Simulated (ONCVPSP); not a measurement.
**What one change does to a pseudopotential (tin, ONCV)**

| Property | Result |
| --- | --- |
| Element | tin |
| Generator | ONCVPSP 4.0.1 |
| Type | optimised norm-conserving Vanderbilt (ONCV) |
| Functional | PBEsol |
| Relativity | scalar-relativistic |
| Frozen core | [Ar] 3d10 |
| Valence charge | 22 |
| Reference configuration | 4s2 4p6 4d10 5s2 5p1 (charge +1) |
| Partial waves | 4s+5s: rc 1.45 bohr, ncon 5, nbas 9, qcut 9.4 1/bohr, 2 projectors; 4p+5p: rc 1.75 bohr, ncon 5, nbas 9, qcut 9.3 1/bohr, 2 projectors; 4d: rc 1.00 bohr, ncon 3, nbas 6, qcut 9.9 1/bohr, local |
| Local potential | the d channel |
| Core correction | none |

Change: all radii scaled by about 0.88 (s 1.28, p 1.54, d 0.88 bohr).

Cutoffs: the cutoffs (Ha) at which the residual kinetic energy of the hardest occupied pseudo-wave falls to 1 and 0.1 mHa per electron; they do not see the model core or the augmentation charge, which bear on the density cutoff. Errors are all-electron minus pseudo energies relative to the spin-unpolarised reference configuration.

**Question.** What does the change do?

**Answer.** The potential gets harder (44 Ha and 62 Ha → 47 Ha and 130 Ha); the errors of the 4 common tests hardly move; neither file shows a bound ghost. A smaller radius makes the pseudo-wave follow the all-electron one further in, where it bends more sharply, so more plane waves are needed.

```csv
quantity,base,changed
"cutoff, loose",44 Ha,47 Ha
"cutoff, tight",62 Ha,130 Ha
loose cutoff by channel,"s 34 Ha, p 25 Ha, d 44 Ha","s 38 Ha, p 23 Ha, d 47 Ha"
bound ghosts,none,none
GHOST(+) flags under 300 eV,none,none
"error for 4s2 4p6 4d10 5s2 5p2, meV [ΔE -6.90 eV]",+1.5,+1.4
"error for 4s2 4p6 4d10 5s2 5p0, meV [ΔE 13.97 eV]",-3.4,-3.3
"error for 4s2 4p6 4d10 5s1 5p0, meV [ΔE 44.99 eV]",-10,-9.4
"error for 4s2 4p6 4d10 5s1 5p2, meV [ΔE 7.69 eV]",-0.6,-0.4
```
